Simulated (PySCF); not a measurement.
Stepwise substitution at one centre (In H-CH3). Isolated molecules, 0 K electronic values unless said otherwise. Strings in code marks are SMILES.

The S1–T1 gap (TDA) from two functionals at the same geometries (PBE0-D4/def2-TZVP), both in PySCF: PBE-D3(BJ)/def2-TZVP and PBE0-D4/def2-TZVP. Excitations are Tamm–Dancoff values on a coarser integration grid. The basis has no diffuse functions, so Rydberg states are missing or too high.

```csv
species,PBE0-D4/def2-TZVP (eV)
1 of 3 H replaced by CH3 (`[CH3][InH2]`),0.30
2 of 3 H replaced by CH3,0.25
3 of 3 H replaced by CH3 (`[CH3][In]([CH3])[CH3]`),0.25
```

Problem. What does PBE-D3(BJ)/def2-TZVP give for each?

Solution. 
- 1 of 3 H replaced by CH3 (`[CH3][InH2]`): 0.27
- 2 of 3 H replaced by CH3: 0.23
- 3 of 3 H replaced by CH3 (`[CH3][In]([CH3])[CH3]`): 0.22
Over these rows, drawn at random from the members with no instability flagged (it was tested for open shells, ions and some series alone), PBE minus PBE0-D4: mean -0.03 eV, from -0.03 eV to -0.03 eV.
